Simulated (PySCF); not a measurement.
Computed properties of Li(Me) (CH3Li), SMILES [Li][CH3]

Li(Me) (CH₃Li), SMILES [CH3][Li]. Geometry: B3LYP-D3(BJ)/def2-TZVPD. The isomer is the one that the SMILES or the coordinates give; other isomers of the formula were not compared. One conformer was computed; it need not be the lowest. All values are computed for the isolated molecule unless a solvent is named; none is compared with measurement here.

**Structure.** The optimised structure has C3v symmetry. All 9 harmonic modes at B3LYP-D3(BJ)/def2-TZVPD (PySCF) are real, so it is a minimum.

**Vibrations.** The strongest infrared lines (harmonic, unscaled, degenerate partners summed) lie at 439 cm⁻¹ (331 km/mol, H 80 %, C 13 %), 3024 cm⁻¹ (87 km/mol, H 91 %, C 9 %), 2964 cm⁻¹ (82 km/mol, H 97 %). The softest mode is at 439 cm⁻¹ and the zero-point energy is 20.7 kcal/mol.

**Electronic structure.** M06-2X/def2-TZVPD (PySCF) places the frontier levels at -6.16 and -1.02 eV, a gap of 5.14 eV, and gives a dipole moment of 5.65 D and a mean polarisability of 35.3 bohr³. PBE/def2-TZVPD (PySCF) at the same geometry gives -3.90 and -1.58 eV, so its gap is 2.82 eV narrower. An orbital gap is neither the optical nor the fundamental gap.

**Excitations.** TDDFT-M06-2X/def2-TZVPD (PySCF) has S1 at 2.99 eV (415 nm, f = 0.081, bright); the most intense of the 10 singlets computed lies at 4.27 eV (f = 0.14). Strengths of degenerate partners are summed. TDDFT-PBE/def2-TZVPD (PySCF) puts S1 at 2.54 eV.

**NMR.** GIAO shifts at HF/pcSseg-2 (PySCF) (non-relativistic, atoms alike by connectivity averaged): ¹³C at -21.5 ppm against TMS; ¹H at -1.5 ppm against TMS.
